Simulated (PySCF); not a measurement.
# Bond lengths and vibrations by method: AlCH3

Calculated results; nothing here was measured. The program is PySCF 2.14.0, an open-source quantum chemistry code, run on an isolated molecule that a program drew, which may never have been made. The molecule is AlCH3 (charge 0, singlet), drawn as the SMILES string `[CH3][Al]`.

The geometry was optimised and harmonic frequencies were computed with HF and MP2, all in the cc-pV(D+d)Z basis, for the commonest isotopes, with a restricted reference for singlets and an unrestricted one otherwise, and a frozen core in MP2. Each result is a local minimum of its method.

Geometry at the HF minimum:
```xyz
5
AlCH3, angstrom
C    -1.5392   -1.1305    2.1835
Al   -2.4005   -2.8741    2.6646
H    -2.0818   -0.2744    2.6104
H    -0.5041   -1.0701    2.5503
H    -1.5037   -0.9781    1.0949
```

Lengths of the bonds as drawn, in Å (atoms numbered as above):
```
  bond     HF    MP2
C1-Al2  2.003  2.003
 C1-H3  1.100  1.109
 C1-H4  1.100  1.109
 C1-H5  1.100  1.109
```

Rotational constants, in GHz:
| constant | HF | MP2 |
|---|---|---|
| A | 160.4 | 158 |
| B | 11.5 | 11.48 |
| C | 11.5 | 11.48 |

Harmonic frequencies in cm^-1, each column in rising order, so a row needn't be the same motion in every method:
```
rank,HF,MP2
1,499,444
2,499,445
3,582,?
4,1303,1200
5,1525,1424
6,1525,1424
7,3104,3028
8,3181,3131
9,3181,3131
```

**Estimate the missing MP2 frequency from the HF column.**

A single factor s that minimises the squared misfit of MP2 against s times HF over the other rows is sum(HF x MP2) / sum(HF^2) = 0.9714, with an rms misfit of 47 cm^-1. For rank 3 it gives 0.9714 x 582 = 565 cm^-1. The calculation gives 572 cm^-1, 7 cm^-1 above the estimate. The drawn bonds are on average 0.6 % longer in MP2 than in HF.
